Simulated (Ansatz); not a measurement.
Mulliken charges of C2H2ClGaO2 (`C#C[O][Ga]([OH])[Cl]`) from PBE/def2-TZVPP in Ansatz (PBE0-D4/def2-TZVP geometry).

```tsv
atom	x (Å)	y (Å)	z (Å)	charge (e)
C1	1.330	-1.149	1.867	-0.213
C2	0.858	-0.871	0.799	0.005
O3	0.368	-0.601	-0.361	-0.269
Ga4	-0.758	0.776	-0.685	0.565
O5	-1.283	0.928	-2.356	-0.322
Cl6	-1.355	2.062	0.861	-0.178
H7	1.752	-1.399	2.809	0.216
H8	-0.912	0.254	-2.932	0.196
```

**Question.** By hand: the dipole of these point charges (1 e Å = 4.8032 D).

**Answer.** Σ q r = (0.048, -0.078, -0.046) e Å, of length 0.102 e Å = 0.49 D.

**Question.** How does the dipole of the full density compare? (An estimate is asked.)

**Answer.** Computed: (-0.070, -0.004, -0.299) e Å, 1.48 D; the point charges give 0.33 times that, at 70° from its direction.

Point charges leave out the atoms' own dipoles, such as those of lone pairs, and Mulliken's split depends on the basis, so the two needn't agree.
